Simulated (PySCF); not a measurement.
Coordinates in bohr (charge 0 multiplicity 3):
```
Mo    0.0000    0.0000    0.0000
F    -0.0086   -2.0141    2.8484
F     2.8570    2.0020    0.0000
F    -0.0086   -2.0141   -2.8484
F    -2.8398    2.0263    0.0000
```

Computed with PySCF, UPBE0, basis Mo def2-SVP with ECP28, F def2-SVP (scalar-relativistic core potentials, no spin–orbit coupling, density fitting).

This geometry of MoF4 is a stationary point at this level.

(1) What is the point group?

(2) Is it a minimum?

(3) List the harmonic modes with their infrared intensities.

(4) What is the atomisation energy, with and without zero-point energy?

Results:

(1) Td.

(2) Yes: all harmonic wavenumbers are real.

(3) 
| symmetry | ω (cm⁻¹) | IR (km/mol, summed over degenerate members) | type |
| --- | --- | --- | --- |
| t2 | 84 | 106 | bend |
| e | 115 | 0.0 | bend |
| t2 | 705 | 500 | stretch |
| a1 | 716 | 0.0 | stretch |

(4) 1930 kJ/mol without, 1910 kJ/mol with.

This need not be the most stable arrangement of these atoms. With open d or f shells other occupations or spin states may lie lower.
